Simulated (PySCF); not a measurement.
Compound: C4H6Si2.
InChI=1S/C4H6Si2/c1-2-6-4-3-5/h1H,6H2,5H3

Computed with PySCF at B3LYP/def2-SVPD, non-relativistic, on one gas-phase PBE0-D3(BJ)/def2-SVP geometry that isn't relaxed in the solvent. The solvent is an IEF-PCM continuum (Bondi radii, 1.10 Å for H, scaled by 1.2), and excitations are vertical TDDFT with non-equilibrium linear response and a frozen core. Specific hydrogen bonds and non-electrostatic terms are outside this model.

| run | E − E(gas) (kcal/mol) | HOMO (eV) | HOMO–LUMO gap (eV) | dipole (D) | lowest singlet (eV) | static polarisability (au) |
| --- | --- | --- | --- | --- | --- | --- |
| gas | 0.00 | -7.91 | 6.86 | 0.50 | 5.43 | 102.9 |
| P | -2.63 | -7.98 | 6.89 | 0.57 | 5.47 | 133.1 |
| Q | -2.34 | -7.97 | 6.89 | 0.57 | 5.47 | 129.5 |

**Question.** The runs were made in acetone and dichloromethane. Which run belongs to which solvent?

**Answer.** P = acetone, Q = dichloromethane. The dielectric constants are 8.93 (dichloromethane), 20.49 (acetone), and the energy falls further as ε rises. The optical constants n² used for the excitations are 2.03, 1.85 in the same order. In this model the ground state sees the solvent through ε alone.

**Question.** How constant is the ratio of the lowering to (ε − 1)/(2ε + 1)?

**Answer.** 
```
        solvent  (ε − 1)/(2ε + 1)  E − E(gas) (kcal/mol)  ratio (kcal/mol)  polarisation term (kcal/mol)
dichloromethane             0.420                  -2.34              -5.6                         -2.62
        acetone             0.464                  -2.63              -5.7                         -2.98
```

The ratio changes by +1.7 % in size from dichloromethane to acetone. The polarisation term is half the interaction of the solute with the induced surface charges.
